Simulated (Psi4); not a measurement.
C2H4, charge +1, doublet, geometry from GFN2-xTB (a state made from the parent by changing its charge; the spin is typed, not shown lowest). Base run: Psi4 1.11 with CAM-B3LYP/6-31G*.

Geometry (Å):
```xyz
6

C     -0.0136    -0.0064     0.6534
C      0.0136     0.0064    -0.6534
H      0.2097     0.8539     1.2965
H     -0.2632    -0.8792     1.2696
H     -0.2098     0.8792    -1.2795
H      0.2633    -0.8540    -1.2866
```
Charge +1, spin multiplicity 2.
Orbitals are unrestricted.
All else is at Psi4's defaults (density fitting, Cartesian functions).
Base energy -78.15089 Eh.

Variants of this job, named by their change:

```json
[
 {"change": "base", "ΔE vs base (mEh)": "0.000", "SCF cycles": "8", "grid points": "129984", "basis functions": "38", "outcome": "converged"},
 {"change": "guess = sapgau", "ΔE vs base (mEh)": "0.000", "SCF cycles": "8", "grid points": "129984", "basis functions": "38", "outcome": "converged"},
 {"change": "damping_percentage = 20", "ΔE vs base (mEh)": "-0.001", "SCF cycles": "14", "grid points": "129984", "basis functions": "38", "outcome": "converged"},
 {"change": "scf_type = pk", "ΔE vs base (mEh)": "0.012", "SCF cycles": "8", "grid points": "129984", "basis functions": "38", "outcome": "converged"},
 {"change": "guess = core", "ΔE vs base (mEh)": "0.000", "SCF cycles": "10", "grid points": "129984", "basis functions": "38", "outcome": "converged"},
 {"change": "dft_spherical_points = 434", "ΔE vs base (mEh)": "0.000", "SCF cycles": "8", "grid points": "186761", "basis functions": "38", "outcome": "converged"},
 {"change": "scf_type = dfdirj+link", "ΔE vs base (mEh)": "-", "SCF cycles": "-", "grid points": "-", "basis functions": "-", "outcome": "input refused"},
 {"change": "dft_radial_scheme = multiexp", "ΔE vs base (mEh)": "0.000", "SCF cycles": "8", "grid points": "135264", "basis functions": "38", "outcome": "converged"},
 {"change": "cholesky_tolerance = 1e-3 (with scf_type cd)", "ΔE vs base (mEh)": "-", "SCF cycles": "-", "grid points": "-", "basis functions": "-", "outcome": "input refused"},
 {"change": "dft_nuclear_scheme = stratmann", "ΔE vs base (mEh)": "0.000", "SCF cycles": "8", "grid points": "121432", "basis functions": "38", "outcome": "converged"},
 {"change": "d_convergence = 1e-8", "ΔE vs base (mEh)": "0.000", "SCF cycles": "11", "grid points": "129984", "basis functions": "38", "outcome": "converged"},
 {"change": "scf_initial_accelerator = ediis", "ΔE vs base (mEh)": "0.000", "SCF cycles": "8", "grid points": "129984", "basis functions": "38", "outcome": "converged"},
 {"change": "guess = sap", "ΔE vs base (mEh)": "0.000", "SCF cycles": "8", "grid points": "129984", "basis functions": "38", "outcome": "converged"}
]
```

Open shells are given as the SCF converged; they aren't shown to be the lowest states, and a large step between rows can be another state.

- scf_type = dfdirj+link: ended with `psi4.driver.p4util.exceptions.ValidationError: SCF: SCF_TYPE (DFDIRJ+LINK) not supported for range-separated functionals, plese use SCF_TYPE = 'DF' to automatically select the correct JK build.`
- cholesky_tolerance = 1e-3 (with scf_type cd): ended with `psi4.driver.p4util.exceptions.ValidationError: SCF: SCF_TYPE (CD) not supported for range-separated functionals, plese use SCF_TYPE = 'DF' to automatically select the correct JK build.`
